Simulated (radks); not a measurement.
Species: the terbium ion Tb16+. Configuration: [Kr] 4d10 4f3. Method: scalar-relativistic Kohn-Sham, LDA (Slater exchange, VWN5 correlation), spin-polarised, spherical densities, finite nucleus; open shells are filled with parallel spins first (spin-orbit coupling, left out, can overturn this in heavy ions); Fermi nuclear charge, rms radius 5.06 fm; computed with a radial shooting solver on a logarithmic mesh with Libxc functionals. Some entries of the table are withheld. Estimate them.

| orbital | occ. | eigenvalue (eV) | <r> (bohr) |
|---|---|---|---|
| 1s down | 1 | -52166.36 | 0.02152 |
| 1s up | 1 | -52166.35 | 0.02152 |
| 2s up | 1 | -8951.143 | 0.09157 |
| 2s down | 1 | -8951.067 | 0.09157 |
| 2p up | 3 | -7998.503 | 0.08092 |
| 2p down | 3 | -7998.451 | 0.08092 |
| 3s up | 1 | -2269.305 | 0.2395 |
| 3s down | 1 | -2267.349 | 0.2394 |
| 3p up | 3 | -1975.340 | 0.2381 |
| 3p down | 3 | -1973.402 | 0.2380 |
| 3d up | 5 | -1591.007 | 0.2165 |
| 3d down | 5 | -1589.495 | 0.2163 |
| 4s up | 1 | -726.0789 | 0.5301 |
| 4s down | 1 | -722.3321 | 0.5303 |
| 4p up | 3 | -626.5504 | 0.5559 |
| 4p down | 3 | -622.8896 | 0.5562 |
| 4d up | 5 | -489.5519 | 0.5855 |
| 4d down | 5 | -485.9693 | 0.5861 |
| 4f up | 3 | -337.1004 | (1) |
| 4f down | 0 | -333.4395 | (2) |
| 5s up | 0 | -327.8672 | 1.049 |
| 5s down | 0 | -325.5234 | 1.052 |
| 5p up | 0 | (3) | 1.118 |
| 5p down | 0 | (4) | 1.122 |

Answer. 
(1) 4f up <r> (bohr): 0.6168
(2) 4f down <r> (bohr): 0.6186
(3) 5p up eigenvalue (eV): -292.0326
(4) 5p down eigenvalue (eV): -289.8848
